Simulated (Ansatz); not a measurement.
Basis-set extrapolation for BH5N2S, SMILES `NB(N)S` (PBE0-D4/def2-TZVP geometry, frozen core, Ansatz). Multiplicity 1, RHF reference.

```tsv
	def2-TZVPP	def2-QZVPP
HF	-534.217503	-534.235622
MP2 correlation	-0.704914	-0.758334
CCSD(T) correlation	-0.771595	not run
```

Energies in hartree. Use E(X) = E(∞) + A·exp(−7.88·√X) for Hartree–Fock and E(X) = E(∞) + B·X^(−2.97) for correlation, with X = 3 and 4, and add CCSD(T) minus MP2 of the smaller set to the MP2 limit.

**Question.** What is the CCSD(T) energy at the basis-set limit?

**Answer.** HF limit: -534.235622 + (-0.018119) × 0.13774 = -534.23812. MP2 limit: -0.758334 + (-0.053420) × 0.74074 = -0.79790. Higher-order term: -0.771595 − (-0.704914) = -0.06668. Total: -535.10270 hartree, 71.3 kcal/mol below CCSD(T)/def2-TZVPP.
